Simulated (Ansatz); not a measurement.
**A basis-limit estimate, worked out**

An elementary step of Si$_{2}$H$_{9}$O$_{2}$F, closed shell (Si₂H₆O ([SiH3][O][SiH3]) + H₂O + HF → Si₂H₅OF ([F][SiH2][O][SiH3]) + H₂O + H₂; Si–H, H–F, H–O broken or loosened, Si–F, H–H, H–O formed or tightened). “Start” and “end” are the PBE0-D4/def2-TZVP structures reached by relaxing down either side of its saddle point, with the molecules still in contact.

Ansatz 0.2.0; basis: def2-TZVPP and def2-QZVPP; cores frozen in the correlated methods.

Energies in eV:

| quantity | end | start |
| --- | --- | --- |
| Hartree–Fock, triple zeta (X = 3) | -22654.82370 | -22653.62524 |
| Hartree–Fock, quadruple zeta (X = 4) | -22655.70121 | -22654.47790 |
| MP2 correlation, X = 3 | -28.00110 | -28.05250 |
| MP2 correlation, X = 4 | -30.34426 | -30.39431 |
| CCSD(T) correlation, X = 3 | -30.19026 | -30.27942 |

Problem. Work out the step energy at the basis limit: extrapolate Hartree–Fock as E(X) = E∞ + A exp(−7.88 √X) and the MP2 correlation as E(X) = E∞ + B X^−2.97 (the exponents that Neese and Valeev fitted for def2-TZVPP and QZVPP), then add CCSD(T) − MP2 in triple zeta.

Solution. Each step is linear, so take the differences first (end − start): Hartree–Fock -1.19846 (X = 3) and -1.22331 (X = 4); MP2 correlation 0.05140 and 0.05005; CCSD(T) correlation 0.08916.
Two points give E∞ = E(4) + w [E(4) − E(3)], with w = 1/(exp(7.88 (2 − √3)) − 1) = 0.1377 for Hartree–Fock and w = 1/((4/3)^2.97 − 1) = 0.7407 for the correlation.
Hartree–Fock: -1.22331 + 0.1377 × (-0.02485) = -1.2267 eV.
MP2 correlation: 0.05005 + 0.7407 × (-0.00135) = 0.0491 eV.
CCSD(T) − MP2: 0.08916 − 0.05140 = 0.0378 eV.
Sum: -1.2267 + 0.0491 + 0.0378 = -1.1398 eV, or -26.28 kcal/mol. Plain CCSD(T) in triple zeta gives -1.1093 eV, so the larger basis shifts the result by -0.0305 eV.

The T1 diagnostic stays at or below 0.012.

Labels in which every atom is bracketed show which atoms are joined, not bond orders.

For scale, one of the runs: CCSD(T)/def2-TZVPP, 303 basis functions, launched by `ansatz run in.yaml --threads 8 --pin off --events-out ev --progress --plain --max-ram 19148MiB`. Hardware: 8 CPU threads of an Intel Xeon, shared host. Wall time 4.7 min; peak host memory 10 GiB.
